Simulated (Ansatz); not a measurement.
## Worked example: the barrier

An elementary step of BNH$_{2}$ClF, singlet (BNH₂ClF ([NH2][B]([F])[Cl]) → BNHF ([NH][B][F]) + HCl; bonds formed: Cl2–H4; bonds broken: B1–Cl2, N3–H4). “Start” is the structure reached by relaxing down from the saddle towards the reactants; PBE0-D4/def2-TZVP structures. The saddle:

B1  (0.671, -0.344, -0.066)
Cl2  (-0.118, 1.967, 0.524)
N3  (-0.582, -0.632, -0.193)
H4  (-0.820, 0.754, 0.170)
F5  (1.948, -0.290, -0.001)
H6  (-1.100, -1.456, -0.435)
(Å)

Ansatz 0.2.0; basis: def2-TZVPP and def2-QZVPP; cores frozen in the correlated methods.

Energies in eV:

| quantity | saddle | start |
| --- | --- | --- |
| Hartree–Fock, triple zeta (X = 3) | -17397.73019 | -17401.43299 |
| Hartree–Fock, quadruple zeta (X = 4) | -17398.30902 | -17402.00177 |
| MP2 correlation, X = 3 | -20.69698 | -20.23734 |
| MP2 correlation, X = 4 | -22.49780 | -22.02620 |
| CCSD(T) correlation, X = 3 | -22.09847 | -21.69025 |

Question: Work out the barrier at the basis limit: extrapolate Hartree–Fock as E(X) = E∞ + A exp(−7.88 √X) and the MP2 correlation as E(X) = E∞ + B X^−2.97 (the exponents that Neese and Valeev fitted for def2-TZVPP and QZVPP), then add CCSD(T) − MP2 in triple zeta.

Answer: Each step is linear, so take the differences first (saddle − start): Hartree–Fock 3.70280 (X = 3) and 3.69275 (X = 4); MP2 correlation -0.45964 and -0.47160; CCSD(T) correlation -0.40822.
Two points give E∞ = E(4) + w [E(4) − E(3)], with w = 1/(exp(7.88 (2 − √3)) − 1) = 0.1377 for Hartree–Fock and w = 1/((4/3)^2.97 − 1) = 0.7407 for the correlation.
Hartree–Fock: 3.69275 + 0.1377 × (-0.01005) = 3.6914 eV.
MP2 correlation: -0.47160 + 0.7407 × (-0.01196) = -0.4805 eV.
CCSD(T) − MP2: -0.40822 − (-0.45964) = 0.0514 eV.
Sum: 3.6914 + (-0.4805) + 0.0514 = 3.2623 eV, or 75.23 kcal/mol. Plain CCSD(T) in triple zeta gives 3.2946 eV, so the larger basis shifts the result by -0.0323 eV.

No T1 diagnostic of these runs exceeds 0.015.

Labels in which every atom is bracketed show which atoms are joined, not bond orders.

For scale, one of the runs: CCSD(T)/def2-TZVPP, 163 basis functions, launched by `ansatz run in.yaml --threads 2 --pin off --events-out ev --progress --plain --max-ram 4352MiB`. Hardware: 2 CPU threads of an Arm Neoverse V2, shared host. Wall time 25 s; peak host memory 1.3 GiB.
